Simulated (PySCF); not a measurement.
## C₆ coefficients of unlike pairs at PBE

Calculated with PySCF 2.14 from the dipole response of each species, C₆(A,B) = (3/π) ∫ α_A(iu) α_B(iu) du, in atomic units, from isotropic polarisabilities. For ions this is the dispersion term alone; charge-induced terms of lower order in 1/R come first.

```
species           configuration                                                                 basis      relativity  α (bohr³)  C₆ (like pair)
 Sn(3+)      [Kr] 4d10 5s1 (2S)  def2-QZVPPD with the def2 core potential (28 electrons) (8s6p5d4f1g)  core potential      8.716           34.87
 Tc(3+)           [Kr] 4d4 (5D)                                           aug-cc-pVTZ-DK (9s8p6d3f2g)   spin-free X2C      5.537           25.08
 Ti(3+)           [Ar] 3d1 (2D)                                              def2-TZVPPD (6s6p4d2f1g)            none      2.299           5.824
      I  [Kr] 4d10 5s2 5p5 (2P)                                                dyall-av2z (22s16p12d)            none      32.42           351.3
```

Question: Estimate C₆ for I with Tc(3+).

Answer: The integral gives 84.77. The combination rule 2 C_A C_B / (C_A α_B/α_A + C_B α_A/α_B) gives 85.19 and the geometric mean 93.87.

No spin-orbit coupling is included.

The other pairs:

| pair | C₆ |
| --- | --- |
| I, Sn(3+) | 106.1 |
| Ti(3+), Tc(3+) | 12.00 |
| Ti(3+), Sn(3+) | 13.66 |
| Tc(3+), Sn(3+) | 29.04 |
| I, Ti(3+) | 38.34 |
